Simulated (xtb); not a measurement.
xtb input (GFN1-xTB):

```bash
xtb mol.xyz --gfn 1 --opt tight --chrg 0 --uhf 0
```
mol.xyz:
```
5

O      1.60434851    -0.44260220     0.01455592
Al    -0.01584630    -0.00515790    -0.00070916
F     -1.15396683    -1.17959355    -0.09934271
F     -0.50813096     1.56042814     0.07965295
H      2.33009392     0.18035892     0.06997949
```

End of the output:

```
  moments of inertia/u·Å² :        0.7336031E+02   0.7678354E+02   0.1501439E+03
rotational constants/cm⁻¹ :        0.2297923E+00   0.2195475E+00   0.1122765E+00

 * 4 selected distances

     #   Z          #   Z                                           value/Å
     1   8 O        2  13 Al                                      1.6585829 (max)
     2  13 Al       3   9 F                                       1.6199198
     2  13 Al       4   9 F                                       1.6302691
     1   8 O        5   1 H                                       0.9558267 (min)

 * 3 distinct bonds (by element types)

   Z      Z             #   av. dist./Å        max./Å        min./Å
   1 H    8 O           1     0.9558267     0.9558267     0.9558267
   8 O   13 Al          1     1.6585829     1.6585829     1.6585829
   9 F   13 Al          2     1.6250945     1.6302691     1.6199198

optimized geometry written to: xtbopt.xyz

           -------------------------------------------------
          | TOTAL ENERGY              -16.986023571596 Eh   |
          | GRADIENT NORM               0.000324116973 Eh/α |
          | HOMO-LUMO GAP               5.460012758960 eV   |
           -------------------------------------------------

------------------------------------------------------------------------
------------------------------------------------------------------------
 total:
 SCF:
 ANC optimizer:
```
